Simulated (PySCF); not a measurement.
H2Mo, SMILES [MoH2] (connectivity only; charge and spin as stated), neutral, multiplicity 5.

The structure is a stationary point at r2SCAN-D4/def2-TZVPD. The spin state was assumed, not searched. The def2 effective core potentials stand for the cores of Mo; spin–orbit coupling is left out.

Two levels are set side by side: PBE/def2-TZVPD (PySCF) and PBE0/def2-TZVPD (PySCF). Same geometry, gas phase. Differences are taken from unrounded values.

```csv
quantity,PBE0,PBE,PBE minus PBE0
α-spin orbital gap (eV),4.10,2.13,-1.97
β-spin orbital gap (eV),6.75,4.39,-2.35
dipole moment (D),2.90,2.51,-0.39
mean polarisability (bohr³),55.4,56.7,1.3
```

Rough cost on one machine, each run with all the roots and properties that it gave: PBE0 against PBE within a factor of 2.
